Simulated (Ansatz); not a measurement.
`BN(C)[SiH2]F`, relaxed with RKS PBE0-D4/def2-TZVP in the Gaussian-basis code of Ansatz from a PBE-D4/def2-SVP geometry. The force threshold is 0.005 eV/Å; the program also tests the step.

The species carries charge 0 and has multiplicity 1.

Start:

```xyz
12

B    -0.310    1.264   -1.025
N    -0.134    0.201   -0.111
C    -1.233   -0.325    0.711
Si    1.445   -0.568    0.083
F     1.351   -2.118   -0.448
H     0.639    1.641   -1.687
H    -1.407    1.783   -1.129
H    -2.159    0.250    0.513
H    -1.428   -1.394    0.480
H    -0.997   -0.251    1.795
H     2.460    0.167   -0.726
H     1.773   -0.651    1.545
```

| step | energy (eV) | largest force (eV/Å) | largest move (Å) |
| --- | --- | --- | --- |
| 1 | -13907.5982 | 1.018 | 0.000 |
| 2 | -13907.6626 | 0.608 | 0.025 |
| 3 | -13907.6788 | 0.065 | 0.026 |
| 4 | -13907.6790 | 0.014 | 0.005 |
| 5 | -13907.6791 | 0.016 | 0.005 |
| 6 (rejected) | -13907.6790 | 0.022 | 0.013 |
| 7 | -13907.6791 | 0.008 | 0.007 |
| 8 | -13907.6792 | 0.006 | 0.009 |
| 9 | -13907.6792 | 0.007 | 0.017 |
| 10 | -13907.6793 | 0.003 | 0.003 |

End:

```xyz
12

B    -0.307    1.251   -1.012
N    -0.126    0.190   -0.117
C    -1.224   -0.330    0.695
Si    1.424   -0.559    0.084
F     1.342   -2.084   -0.392
H     0.623    1.626   -1.665
H    -1.385    1.765   -1.103
H    -2.118    0.269    0.528
H    -1.447   -1.368    0.434
H    -0.975   -0.296    1.760
H     2.426    0.143   -0.738
H     1.767   -0.605    1.525
```

Hardware: 4 threads of an Arm Neoverse V1 on a shared host. Wall time 34 s, peak host memory 0.5 GiB.
